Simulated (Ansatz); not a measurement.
Basis-set extrapolation for CH8FNOSi2, SMILES `CO[Si](N)(F)[SiH3]` (PBE0-D4/def2-TZVP geometry, frozen core, Ansatz). Multiplicity 1, RHF reference.

|  | def2-TZVPP | def2-QZVPP |
| --- | --- | --- |
| HF | -849.432034 | -849.463925 |
| MP2 correlation | -1.116015 | -1.205554 |
| CCSD(T) correlation | -1.208049 | not run |

Energies in hartree. Use E(X) = E(∞) + A·exp(−7.88·√X) for Hartree–Fock and E(X) = E(∞) + B·X^(−2.97) for correlation, with X = 3 and 4, and add CCSD(T) minus MP2 of the smaller set to the MP2 limit.

What is the CCSD(T) energy at the basis-set limit?

HF limit: -849.463925 + (-0.031891) × 0.13774 = -849.46832. MP2 limit: -1.205554 + (-0.089539) × 0.74074 = -1.27188. Higher-order term: -1.208049 − (-1.116015) = -0.09203. Total: -850.83223 hartree, 504.5 kJ/mol below CCSD(T)/def2-TZVPP.
